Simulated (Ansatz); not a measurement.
Species: C6H7, net charge 0, doublet state. It need not be the lowest isomer of its formula. 
Geometry from a B3LYP-D3(BJ)/def2-TZVP (Ansatz, a quantum-chemistry and plane-wave program) optimisation:
SMILES: CC1=CC=[C]C1
```xyz
13

C     -2.1008     0.2391    -0.1404
C     -0.6199     0.1126    -0.0385
C      0.2969     1.0883     0.0990
C      1.6613     0.5183     0.1610
C      1.5204    -0.7987     0.0575
C      0.0994    -1.2267    -0.0791
H     -2.4760    -0.1758    -1.0809
H     -2.6069    -0.2991     0.6668
H     -2.4058     1.2852    -0.0895
H      0.0838     2.1479     0.1579
H      2.5701     1.0908     0.2694
H     -0.0886    -1.7616    -1.0153
H     -0.2196    -1.8851     0.7349
```
Charge 0, spin multiplicity 2.

Atomisation energy built up term by term with Ansatz (kcal/mol; UHF references for open shells; valence terms freeze the core; atomic spin-orbit terms are left out). CBS marks a two-point X^-3 extrapolation of the correlation energy; Hartree-Fock from the larger set.

The UHF reference is spin-contaminated (<S^2> 0.51 over the pure value in the largest basis). 

```tsv
term	basis	kcal/mol
Hartree-Fock	cc-pVQZ	___
CCSD correlation	CBS(cc-pVTZ,cc-pVQZ)	___
(T)	CBS(cc-pVTZ,cc-pVQZ)	24.74
core correlation	cc-pwCVTZ	6.65
scalar relativity (X2C)	cc-pVTZ-DK against cc-pVTZ	-1.02
sum: De		___
```

Problem. Complete the blanks.

Solution. 
- Hartree-Fock, kcal/mol: 1016.36
- CCSD correlation, kcal/mol: 309.56
- sum: De, kcal/mol: 1356.3
